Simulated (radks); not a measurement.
All-electron atom: the lutetium ion Lu37+ in [Ar] 3d10 4s2 4p4 (the NIST ground configuration). All-electron calculation, scalar-relativistic Kohn-Sham, exchange-only LDA, spin-polarised, spherical densities, point nucleus; open shells are filled with parallel spins first (spin-orbit coupling, left out, can overturn this in heavy ions). Program: a radial shooting solver on a logarithmic mesh with Libxc functionals. Some entries of the table are withheld. Estimate them.

orbital,occ.,eigenvalue (eV),<1/r> (bohr^-1)
1s up,1,-64805.53,82.17
1s down,1,-64803.56,82.17
2s up,1,-12363.41,19.19
2s down,1,-12362.17,19.19
2p up,3,-11075.69,17.57
2p down,3,-11074.01,17.56
3s up,1,-3980.826,7.188
3s down,1,-3978.858,7.189
3p up,3,-3593.529,6.692
3p down,3,-3591.377,6.694
3d up,5,-3139.838,6.340
3d down,5,-3137.868,6.342
4s up,1,-1841.676,3.453
4s down,1,-1833.640,3.454
4p up,3,-1696.846,(1)
4p down,1,-1688.841,(2)
4d up,0,-1520.617,3.054
4d down,0,-1512.939,3.056
5s up,0,-1056.511,2.020
5s down,0,-1052.595,2.014

Answer. 
(1) 4p up <1/r> (bohr^-1): 3.248
(2) 4p down <1/r> (bohr^-1): 3.248
